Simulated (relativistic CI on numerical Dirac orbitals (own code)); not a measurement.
Slater and spin-orbit integrals, Dy61+

Method of calculation: Dirac-Coulomb-Breit CI, separate exchange-only KLI orbitals for each configuration, a model potential for QED, unscaled Slater integrals (own radial code, finite nucleus).

Slater integrals F^k, G^k are unscaled and averaged over j, outside the closed core 1s2; ζ comes from projecting the Hamiltonian with its Breit term on Σ l·s of the shell.

- 2s2 2p: ζ(2p) = 4.7094e+06 cm⁻¹; <r>(2p) = 0.07483, <r^2>(2p) = 0.006805 (bohr units).
- 2s 2p2: F^2(2p,2p) = 1.261e+06, G^1(2s,2p) = 1.3417e+06, ζ(2p) = 4.6958e+06 cm⁻¹; <r>(2s) = 0.08543, <r^2>(2s) = 0.00864, <r>(2p) = 0.07488, <r^2>(2p) = 0.006813 (bohr units).
- 2p3: F^2(2p,2p) = 1.2594e+06, ζ(2p) = 4.6824e+06 cm⁻¹; <r>(2p) = 0.07497, <r^2>(2p) = 0.00683 (bohr units).

Averages of the first 10 configurations, taken without configuration mixing, which lowers the lowest level and can move excited configurations by several eV; other configurations of the list can lie among them:

```tsv
Configuration	Parity	States	Average energy above the lowest level (eV)
2s2 2p	odd	6	588.1
2s 2p2	even	30	1378.9
2p3	odd	20	2225.0
2p2 3s	even	30	9735.8
2p2 3p	odd	90	9972.1
2p2 3d	even	150	10152.0
2s2 3s	even	2	8167.7
2s2 3p	odd	6	8413.9
2s2 3d	even	10	8593.8
2s 2p 3s	odd	24	8923.9
```
